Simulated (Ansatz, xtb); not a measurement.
# Two isomers of ClFHOSi2+

Structure I: `F[Si@H](Cl)[O+]=[Si]`, a singlet. Structure II: `F[Si]O[SiH+]Cl`, a singlet. Both are isolated ions in the gas phase, relaxed with PBE0-D3(BJ)/pcseg-1; the shapes shown needn't be the lowest conformers.

I (Å):

```xyz
6

Cl    2.9561   -1.3797    2.5153
F     0.2217   -0.2873    3.0622
O     1.7026    1.1370    1.4938
Si    1.2734   -0.5158    1.8846
Si    2.0350    2.6607    1.3054
H     0.6701   -1.0720    0.6708
```

II (Å):

```xyz
6

Cl   -0.4353    0.7050   -2.1164
F    -0.2668   -2.4448    1.5557
O    -1.5520   -1.6054   -0.4088
Si   -1.0971   -3.1575    0.3652
Si   -1.7681   -0.1482   -0.9551
H    -3.0042    0.5836   -0.6362
```

Which of the two would you expect CCSD(T)/def2-SVP + ΔMP2/def2-TZVPP electronic energies to favour?

Structure I; the calculation gives E(II) − E(I) = +24.0 kcal/mol.

Level by level:

```tsv
level	geometry	E(II) − E(I) (kcal/mol)	departure from the last row (kcal/mol)	job, with rough time for the two
GFN2-xTB	GFN2-xTB	+7.4	−16.5	optimisation, 0.81 s
HF/STO-3G	GFN2-xTB	+39.9	+15.9	single point, 1.3 s
r2SCAN-D4/def2-SVP	GFN2-xTB	+21.7	−2.3	single point, 9.6 s
PBE0-D3(BJ)/pcseg-1	PBE0-D3(BJ)/pcseg-1	+21.0	−3.0	optimisation, 2.5 min
HF/def2-SVP	PBE0-D3(BJ)/pcseg-1	+26.9	+2.9	part of the CCSD(T) run
MP2/def2-SVP	PBE0-D3(BJ)/pcseg-1	+24.8	+0.8	part of the CCSD(T) run
CCSD(T)/def2-SVP	PBE0-D3(BJ)/pcseg-1	+24.5	+0.5	single point
CCSD(T)/def2-SVP + ΔMP2/def2-TZVPP	PBE0-D3(BJ)/pcseg-1	+24.0		single point, 56 s
```

As drawn, II has 1 O–Si in place of 1 O=Si.

None of the levels shown reverses the order. The largest departure from CCSD(T)/def2-SVP + ΔMP2/def2-TZVPP is that of GFN2-xTB, 16.5 kcal/mol. The last row adds to CCSD(T) the change of the MP2 difference between the two basis sets, here −0.5 kcal/mol.

With harmonic frequencies from PBE0-D3(BJ)/pcseg-1 (ideal gas, rigid rotor, one conformer each, 298.15 K, 1 atm): on the last row, ΔE + ΔZPE = +23.0 kcal/mol. A mode under 50 cm⁻¹ makes harmonic enthalpies and free energies unreliable, so none is given.

The correlated steps freeze 17 core orbitals. Run with Ansatz 0.2.0, xtb 6.7.1; the last row on 1 thread of AMD EPYC (Zen 3) on a shared host.
